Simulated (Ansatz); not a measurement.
`F[C]1(S)[NH][AlH]1` + H₂ → `F[CH]1[NH][AlH]1` + H₂S  (hydrogenolysis of a C–S bond)

Computed with Ansatz on PBE0-D4/def2-TZVP structures; ΔE is electronic, products minus reactants. CBS: MP2 limit from def2 TZ/QZ plus the TZ coupled-cluster correction, frozen cores. This one scheme is used for every species. DFT in def2-TZVPP. B3LYP here is the variant with VWN-RPA as its local correlation; programs differ in this. HSE06 is defined as in plane-wave codes. One conformer a species, not always the lowest.

`F[C]1(S)[NH][AlH]1`:

```xyz
8

F     1.246   -1.257    0.024
C     0.335   -0.221   -0.161
S     0.994    0.894   -1.418
N    -0.011    0.459    1.054
Al   -1.472   -0.314    0.498
H     1.234   -0.046   -2.347
H     0.666    1.032    1.537
H    -2.991   -0.548    0.813
```

H₂:

Z-matrix (Å, degrees):
```
H
H 1 0.746
```

`F[CH]1[NH][AlH]1`:

Cartesian coordinates in Å:
```
F 0.009 -1.395 1.304
C 0.516 -0.371 0.495
N -0.117 -0.303 -0.802
Al -0.576 1.146 0.039
H 1.600 -0.494 0.507
H 0.011 -1.033 -1.486
H -1.443 2.451 -0.056
```

H₂S:

Z-matrix (Å, degrees):
```
S
H 1 1.341
H 1 1.341 2 92.3
```

| level | ΔE (kJ/mol) | difference from CCSD(T)/CBS |
| --- | --- | --- |
| LDA (SPW92) | -40.8 | 10.4 |
| PBE-D4 | -42.3 | 8.9 |
| BLYP-D4 | -43.6 | 7.6 |
| r2SCAN-D4 | -45.2 | 6.0 |
| PBE0-D4 | -49.8 | 1.4 |
| r2SCANh-D4 | -47.7 | 3.5 |
| HSE06-D4 | -49.7 | 1.5 |
| B2PLYP | -56.8 | -5.6 |
| PBE | -48.9 | 2.3 |
| BLYP | -57.9 | -6.7 |
| B3LYP | -61.8 | -10.6 |
| HSE06 | -55.1 | -3.9 |
| RPA@PBE/def2-TZVPP | -57.7 | -6.5 |
| MP2/def2-SVP | -52.5 | -1.3 |
| CCSD(T)/def2-TZVPP | -55.9 | -4.7 |
| HF/CBS(def2) | -80.1 | -28.9 |
| CCSD(T)/CBS | -51.2 | 0 |

Question: What do rigid-rotor, harmonic-oscillator terms from PBE0-D4/def2-TZVP frequencies (298.15 K, 1 bar) make of the CCSD(T)/CBS value? (Estimate.)

Answer: Ansatz gave: ΔZPE = +16.2 kJ/mol, ΔH = -38.1 kJ/mol, ΔS = 35 J/(mol·K), ΔG = -48.6 kJ/mol.

Largest T1 diagnostic among the species: 0.015.

In def2-TZVPP, CCSD(T) changes the Hartree–Fock value by +24.1 kJ/mol (the triples alone add +7.2 kJ/mol) and MP2 by +32.6 kJ/mol. At CCSD(T), def2-SVP lies −8.6 kJ/mol from the extrapolated value and def2-TZVPP −4.7 kJ/mol.
